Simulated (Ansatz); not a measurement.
Job for Ansatz (a quantum-chemistry and plane-wave program): U-PBE/def2-TZVPP on AlCd, 2S+1 = 2, a spin state set in the input, which need not be the lowest, a point of a bond scan (R = 2.866 Å). Elements past Kr take the def2 small-core potentials; no spin–orbit coupling.

Ansatz 0.2 input:
```yaml
crystal:
  periodic: [false, false, false]
  atoms:
    - {symbol: Cd, position_ang: [0.00000000, 0.00000000, 0.00000000]}
    - {symbol: Al, position_ang: [0.00000000, 0.00000000, 2.86646000]}
basis:
  gaussian:
    orbitals: def2-TZVPP
    pivot_positions_ang: [[0.00000000, 0.00000000, 0.00000000], [0.00000000, 0.00000000, 2.86646000]]
hamiltonian:
  xc: {name: PBE}
magnetization: {spin_polarized: true, initial_magnetization: 1}
output: {forces: true, orbitals: {seedname: ./end}}
```

### Question
Predict the final total energy.

### Answer
-410.0323 hartree.

### Question
How many basis functions does it have, and what does it roughly cost on one machine?

### Answer
98 functions; very roughly 8 core-seconds.
